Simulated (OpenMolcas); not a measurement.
Eu⁴⁺.

| Item | Value |
| --- | --- |
| Program | OpenMolcas |
| Method | CASSCF |
| Basis | ANO-RCC-VQZP [9s8p6d4f3g2h] |
| Scalar Hamiltonian | DKH2, point nucleus |
| Active space | 5 electrons in 7 orbitals (4f) |
| State averaging | 2S+1 = 6 odd, 21 roots; 2S+1 = 4 odd, 224 roots (128 in the spin-orbit step); 2S+1 = 2 odd, 249 roots kept (CI in the orbitals of an earlier block, 143 in the spin-orbit step) |
| Spin-orbit coupling | RASSI with atomic mean-field integrals over the reference wave functions, term energies averaged over their components |

Levels without dynamic correlation, in cm-1 above 4f5 6H* 5/2:

```tsv
Level	E
4f5 6F* 1/2	9168
4f5 4F* 3/2(1)	24899
4f5 4M* 15/2 [71 %]	26600
4f5 4I* 9/2(1)	27332
```

On this reference, MS-CASPT2, IPEA 0.25 Eh, imaginary shift 0.1 Eh (closed shells correlated: 5s 5p) puts 4f5 6F* 1/2 at 7900 cm-1.

Q: Estimate the other levels at that method by one scale factor, and say how well it serves.

A: The factor is 7900 / 9168 = 0.862. Scaled values beside those that MS-CASPT2 gives:
```json
{"Level": "4f5 4F* 3/2(1)", "Scaled": "21463", "MS-CASPT2": "22040", "Miss (%)": "-2.6"}
{"Level": "4f5 4M* 15/2 [71 %]", "Scaled": "22929", "MS-CASPT2": "26000", "Miss (%)": "-11.8"}
{"Level": "4f5 4I* 9/2(1)", "Scaled": "23560", "MS-CASPT2": "25290", "Miss (%)": "-6.8"}
```
For these levels the scaled values miss MS-CASPT2 by up to 11.8 %, as correlation changes each term by its own factor, spin-orbit parts do not scale and CASPT2 has its own spread within terms. This holds within one configuration; levels of others move differently, and the target method has errors of its own against measurement.

CASPT2 breaks the degeneracy within a term, and the mean is taken; among the terms shown or strongly mixed into the levels shown the widest spread is 240 cm-1 (4f5 6H*, MS-CASPT2). High states are left out of the spin-orbit mixing, which shifts the levels that they would mix with. Without dynamic correlation excited terms often stand tens of per cent too high (terms of higher spin than the ground term too low), and those without a measured partner can miss by more than the paired ones (holds for CASSCF). Blocks of more than 70 roots (2S+1 = 4 odd, 2 odd) ran without multistate coupling (holds for MS-CASPT2). Only configurations of the active space appear.

A share in square brackets marks a mixed level and gives the weight of the term that names it, the lowest over the columns. A number in round brackets counts repeated terms of one configuration in the order of the reference energies. * marks odd parity.
